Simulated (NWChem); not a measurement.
C$_{2}$H$_{5}$BFNO; SMILES C/C=N/B(O)F

```xyz
11

C     -0.0358     2.7466    -0.2928
C      0.0168     1.3714     0.3112
N     -0.0574     0.3113    -0.3701
B     -0.0087    -1.0737    -0.0623
O      1.1840    -1.7258     0.0590
F     -1.1558    -1.7795     0.0080
H     -0.8764     3.3146     0.1278
H      0.8768     3.3043    -0.0433
H     -0.1421     2.6861    -1.3784
H      0.1253     1.3557     1.4100
H      1.0475    -2.6805     0.1503
```
Atoms are numbered in this order, from 1.

Coordinates come from a B3LYP/6-31G* (spherical d) optimisation.

Give the principal values of the shielding tensors (ppm) of C1, C2, N3, B4, O5 from BHandHLYP/pcSseg-1, GIAO (NWChem), with their diamagnetic and paramagnetic parts as GIAO splits them.


```
atom     σ11     σ22    σ33  isotropic  diamagnetic  paramagnetic
----  ------  ------  -----  ---------  -----------  ------------
C1     135.4   140.2  186.7      154.1        248.5         -94.3
C2     -86.0   -17.7  132.7        9.7        253.4        -243.7
N3    -410.3  -145.2  195.9     -119.9        328.8        -448.6
B4      60.7    86.3   94.8       80.6        196.6        -116.0
O5     173.8   267.7  283.9      241.8        389.0        -147.2
```
